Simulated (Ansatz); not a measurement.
One change: `CB(O)O` becomes `[CH3][GeH2][B](O)O`.

Ansatz, PBE0-D4/def2-TZVP geometries, multiplicity 1. Each molecule was computed in one conformer, which needn't be the lowest.

Scalar relativity is left out up to krypton.

```csv
property,`CB(O)O`
HOMO–LUMO gap (ωB97M-V/def2-TZVPP) / eV,13.54
LUMO energy (ωB97M-V/def2-TZVPP) / eV,1.71
size of the dipole moment (PBE/def2-TZVPP) / D,2.20
HOMO energy (ωB97M-V/def2-TZVPP) / eV,-11.82
HOMO–LUMO gap (B3LYP/def2-TZVPP) / eV,9.00
HOMO energy (PBE/def2-TZVPP) / eV,-7.63
```

(1) Give the same properties after the change, and the shifts. (Best estimate.)

Answers

(1) Ansatz gave: 
```tsv
property	`[CH3][GeH2][B](O)O`	shift
HOMO–LUMO gap (ωB97M-V/def2-TZVPP) / eV	11.43	-2.11
LUMO energy (ωB97M-V/def2-TZVPP) / eV	1.52	-0.19
size of the dipole moment (PBE/def2-TZVPP) / D	1.66	-0.54
HOMO energy (ωB97M-V/def2-TZVPP) / eV	-9.91	1.91
HOMO–LUMO gap (B3LYP/def2-TZVPP) / eV	7.13	-1.87
HOMO energy (PBE/def2-TZVPP) / eV	-6.46	1.17
```

With PBE0 the HOMO rises by 1.60 eV and the LUMO falls by 0.51 eV, so the gap narrows by about 2.11 eV. PBE moves the HOMO by 1.17 eV and ωB97M-V by 1.91 eV. Dipoles are sizes alone; their direction can turn.

B3LYP here is the variant with VWN-RPA as its local correlation; programs differ in this.
